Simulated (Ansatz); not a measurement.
The cluster Ca4O3, relaxed as a singlet with RKS r2SCAN-D4/def2-SVP in Ansatz, starting from the GFN2-xTB geometry. Force threshold 0.02 eV/Å.

The structure holds 1 bond(s) between oxygen atoms. The restricted singlet is unstable towards broken spin symmetry in Hartree–Fock (as tested in another run); at r2SCAN-D4/def2-SVP this wasn't settled. Another isomer (singlet) lies 4.65 eV lower at PBE0-D4/def2-TZVP; other spin states weren't run for this one.

Start:

```
atom    x (Å)    y (Å)    z (Å)
 Ca1   3.5044  -2.5321   0.9234
 Ca2  -2.8940   0.2328  -0.4775
 Ca3  -1.0887   2.5637  -0.6225
 Ca4   0.5545  -0.3187   0.1622
  O5   2.0264  -1.2998   0.5614
  O6  -1.1650   0.8117   0.4511
  O7  -0.9376   0.5423  -0.9982
```

```csv
step,energy (eV),largest force component (eV/Å),SCF passes
1,-79873.5020,4.489,68
2,-79875.2241,1.703,40
3,-79875.6027,0.285,33
4,-79875.6506,0.159,32
5,-79875.6591,0.285,32
6,-79875.6705,0.280,33
7,-79875.6820,0.166,33
8,-79875.6875,0.021,24
9,-79875.6880,0.018,27
10,-79875.6888,0.069,25
11,-79875.6898,0.138,25
13,-79875.6931,0.234,25
15,-79875.6970,0.370,26
17,-79875.7308,0.187,30
19,-79875.8078,0.296,31
21,-79875.9713,0.272,31
23,-79876.2054,0.264,31
25,-79876.4765,0.425,27
27 (rejected),-79876.5628,0.724,30
29,-79876.6307,0.093,24
31,-79876.6618,0.429,28
33,-79877.0897,0.856,29
35,-79877.4635,0.375,30
37 (rejected),-79877.4812,0.227,23
39,-79877.4874,0.012,26
```

Force components are those of the run's own axes.

End:

```
atom    x (Å)    y (Å)    z (Å)
 Ca1   3.5072  -0.7029   0.6453
 Ca2  -3.1885   0.4148  -0.5524
 Ca3   0.8796   1.3601  -0.0959
 Ca4  -0.4794  -1.5025   0.1824
  O5   1.4612  -0.6507   0.3323
  O6  -1.2024   0.6660   0.4851
  O7  -0.9777   0.4153  -0.9968
```

Bonds formed: Ca3–O5 (atoms count from 1). Metal–metal contacts that move far: Ca1–Ca3 7.03 to 3.42 Å, Ca2–Ca3 2.95 to 4.20 Å.

The force fell under the threshold at step 9, but the optimiser went on and released 1.799 eV more. No frequencies were taken in this run, so the end may be a saddle point.

Run time 2.5 min (4 threads of Arm Neoverse V2 on a shared host).
